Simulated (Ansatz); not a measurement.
`CC(C)[NH][Ti]([F])([F])[NH]C(C)C`. Total charge 0; spin multiplicity 1. The structure was optimised at the PBE0-D4/def2-TZVP level. It is one conformer, not always the lowest.

```xyz
27

C     1.665    1.488   -0.311
C     0.203    1.821   -0.547
C    -0.001    3.320   -0.710
N    -0.609    1.311    0.544
Ti   -0.304    0.088    1.930
F    -1.882   -0.036    2.731
F     1.062    0.561    2.959
N     0.234   -1.552    1.199
C    -0.311   -2.430    0.178
C    -1.741   -2.036   -0.147
C     0.558   -2.431   -1.072
H     2.277    1.841   -1.144
H     1.813    0.410   -0.217
H     2.023    1.965    0.605
H    -0.109    1.332   -1.484
H     0.318    3.845    0.194
H    -1.053    3.558   -0.889
H     0.577    3.700   -1.556
H    -1.562    1.657    0.501
H     1.140   -1.870    1.528
H    -0.329   -3.453    0.582
H    -2.367   -2.051    0.748
H    -1.770   -1.028   -0.572
H    -2.171   -2.723   -0.878
H     1.590   -2.701   -0.835
H     0.183   -3.147   -1.808
H     0.564   -1.437   -1.529
```

Problem. What is the dipole moment at B3LYP/def2-TZVPP? (Estimate.)

Solution. The calculation gave: 3.23 D, with components (0.40, -0.61, -3.15) D in this frame, pointing from negative to positive charge.

Problem. And with PBE, r2SCAN, ωB97M-V? (Estimate.)

Solution. Computed: PBE 3.09 D, r2SCAN 3.16 D, ωB97M-V 3.12 D.

Problem. Give the Mulliken charges with B3LYP, r2SCAN, PBE in def2-TZVPP. (An estimate is asked.)

Solution. Ansatz gave: 
```csv
atom,B3LYP,r2SCAN,PBE
C1,-0.24,-0.14,-0.22
C2,0.12,0.18,0.10
C3,-0.25,-0.16,-0.26
N4,-0.35,-0.38,-0.29
Ti5,0.90,0.87,0.69
F6,-0.38,-0.37,-0.33
F7,-0.38,-0.37,-0.33
N8,-0.36,-0.38,-0.30
C9,0.14,0.20,0.11
C10,-0.25,-0.16,-0.23
C11,-0.26,-0.16,-0.26
H12,0.08,0.05,0.08
H13,0.07,0.04,0.07
H14,0.10,0.06,0.09
H15,0.05,0.00,0.05
H16,0.08,0.05,0.09
H17,0.07,0.03,0.07
H18,0.07,0.04,0.07
H19,0.12,0.14,0.13
H20,0.12,0.14,0.13
H21,0.06,0.01,0.06
H22,0.10,0.07,0.10
H23,0.07,0.05,0.07
H24,0.08,0.05,0.08
H25,0.08,0.04,0.07
H26,0.08,0.04,0.08
H27,0.08,0.04,0.08
```

B3LYP here is the variant with VWN-RPA as its local correlation; programs differ in this.
